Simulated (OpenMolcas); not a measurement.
# Pt2+: ligand-field states by method

Pt2+ with its 6 nearest oxide ions at 2.259 Å, on the Ca site of CaO (a = 4.8105 Å, distance in the model lattice 2.405 Å). The rest of the host is ab initio model potentials to 7.6 Å, with orthogonalisation functions on the cations behind the ligands, and point charges beyond; the distance is set by hand and nothing relaxes. Ligand basis ANO-RCC-VDZP.

```
Program             : OpenMolcas 26.06
Basis               : ANO-RCC-VDZP [7s6p4d2f]
Scalar Hamiltonian  : DKH2, point nucleus
Active space        : 8 electrons in 5 orbitals (5d)
State averaging     : 2S+1 = 3 even, 10 roots; 2S+1 = 1 even, 15 roots
Spin-orbit coupling : RASSI with atomic mean-field integrals over the reference wave functions
```

I. CASSCF
II. SS-CASPT2, IPEA 0.25 Eh, imaginary shift 0.1 Eh (closed shells correlated: 5s 5p and the ligand valence shells)

Spin-free states (labels of O, the rotations of Oh) in cm-1, each column counted from its own energy of the first state listed:

```json
{"State": "3A2", "Degeneracy": "1", "I": "0", "II": "0"}
{"State": "1E", "Degeneracy": "2", "I": "11263", "II": "6940"}
{"State": "3T2", "Degeneracy": "3", "I": "19817", "II": "21380"}
{"State": "1A1", "Degeneracy": "1", "I": "20407", "II": "14910"}
{"State": "3T1", "Degeneracy": "3", "I": "27254", "II": "27510"}
{"State": "1T2", "Degeneracy": "3", "I": "30552", "II": "28610"}
{"State": "1T1", "Degeneracy": "3", "I": "33951", "II": "31570"}
{"State": "3T1", "Degeneracy": "3", "I": "43005", "II": "45210"}
{"State": "1T2", "Degeneracy": "3", "I": "52249", "II": "52030"}
{"State": "1E", "Degeneracy": "2", "I": "52299", "II": "51930"}
{"State": "1A1", "Degeneracy": "1", "I": "69238", "II": "64160"}
```

From I to II, I's first state of the same spin (3T2) moves from 19817 to 21380 cm-1, by about +1600 cm-1.

From I to II, I's first state of another spin (1E) moves from 11263 to 6940 cm-1, by about -4300 cm-1.

I: A least-squares ligand-field fit to the states below 45000 cm-1, each weighted by its degeneracy and with a free common offset, gives 10Dq = 19599 cm-1, B = 746 cm-1 and C = 2625 cm-1 (C/B = 3.52), with an rms deviation of 64 cm-1. The same method and metal basis give the free ion B = 847 cm-1 (fit to its terms below 60000 cm-1, rms deviation 6 cm-1), so the nephelauxetic ratio is β = 746 / 847 = 0.88; it hangs on how both fits weigh the states, and computed free-ion B values tend to be too large, so β mixes covalency with correlation.

II: A least-squares ligand-field fit to the states below 45000 cm-1, each weighted by its degeneracy and with a free common offset, gives 10Dq = 21518 cm-1, B = 598 cm-1 and C = 1498 cm-1 (C/B = 2.50), with an rms deviation of 269 cm-1. The same method and metal basis give the free ion B = 789 cm-1 (fit to its terms below 60000 cm-1, rms deviation 485 cm-1), so the nephelauxetic ratio is β = 598 / 789 = 0.76; it hangs on how both fits weigh the states, and computed free-ion B values tend to be too large, so β mixes covalency with correlation.

From I to II, 10Dq changes by +10 %, B by -20 % and C by -43 %.

χT at 300 K: I 1.54, II 1.50 cm3 K/mol.

The states above are spin-free; spin-orbit coupling is strong here and shifts and splits them by thousands of cm-1.

Roots that are degenerate in the reference are averaged as groups; the widest CASPT2 spread within a group is 100 cm-1 (the 3-fold group of multiplicity 1 near 31600 cm-1 above the lowest state of its run, II). Shifts and gaps below about the spread of the groups concerned are not significant. Over all roots computed the reference weight is 0.68 to 0.69 in II; a low but even weight reflects the number of correlated electrons. Real 4d8 and 5d8 ions are as a rule square planar and diamagnetic. The least metal-like active orbital is 80 % on the metal (Löwdin) and no ligand orbital is active, so the numbers are rough. Ligand-to-metal charge-transfer states are missing. With no ligand orbital active B as a rule stays too high, so bands that hang on it stand too high and its fall with covalency is understated. Without dynamic correlation the repulsion within the d shell is too large (B by tens of per cent), so at a given field states of lower spin stand too high (holds for I). With metal d orbitals alone the field can be off either way by tens of per cent (holds for I). With one d shell and no ligand orbital active, 10Dq can be off by a tenth or more (holds for II). No measured value stands beside these numbers; the geometry was set by hand and not optimised.
